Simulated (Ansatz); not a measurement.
CuN3F3H9⁻ (relaxed from a model of mer-[CuF3(NH3)3]-, whose bonding it doesn't keep). Charge -1, multiplicity 2. Geometry B3LYP-D4/def2-SVPD; atoms count from 1.

Cartesian coordinates in Å:
```
Cu 0.5320 0.0130 -1.0266
F 2.1534 0.9979 -0.9124
F -0.5738 -1.3199 -1.7592
F -0.7010 1.4276 -0.6929
N 1.5007 -1.4112 0.1709
N 1.0179 1.1338 1.7591
N -3.2213 -0.0845 -1.0688
H 1.0793 -2.3329 0.1177
H 1.3863 -0.9780 1.0922
H 2.4854 -1.4258 -0.0761
H 1.1049 1.7792 2.5400
H 0.1519 1.3669 1.2598
H 1.7401 1.3673 1.0689
H -2.5822 -0.7956 -1.4386
H -3.5040 -0.4259 -0.1499
H -2.5696 0.6882 -0.8842
```

In the doublet geometry the species has come apart into loosely held pieces. No other spin state of charge -1 was run. Another isomer (doublet) lies 0.08 eV lower at PBE0-D4/def2-TZVPD; other spin states weren't run for this one.

Estimate the Mulliken populations from the PBE0/def2-TZVPD orbitals of Ansatz.


```csv
atom,charge (e),spin (α − β),d electrons
Cu1,0.73,0.75,9.29
F2,-0.67,0.07,–
F3,-0.68,0.07,–
F4,-0.70,0.06,–
N5,-0.50,0.06,–
N6,-0.64,0.00,–
N7,-0.80,0.00,–
H8,0.26,0.00,–
H9,0.32,-0.01,–
H10,0.24,0.00,–
H11,0.16,0.00,–
H12,0.23,0.00,–
H13,0.26,0.00,–
H14,0.30,0.00,–
H15,0.17,0.00,–
H16,0.33,0.00,–
```
Mulliken values and Mayer orders depend strongly on the basis. With diffuse functions, as here, like atoms can get unlike values, and bond orders can come out too low or too high.

Where does the spin sit?

Summed by element: Cu 0.75, F 0.20, N 0.06, H -0.02, of 1 unpaired in all. Largest on single atoms: Cu1 0.75, F3 0.07, F2 0.07.

And the Mayer bond orders between bonded heavy atoms (over 0.3)?

Cu1–F2 0.44 (1.90 Å); Cu1–F3 0.42 (1.88 Å); Cu1–F4 0.42 (1.91 Å); Cu1–N5 0.47 (2.10 Å).
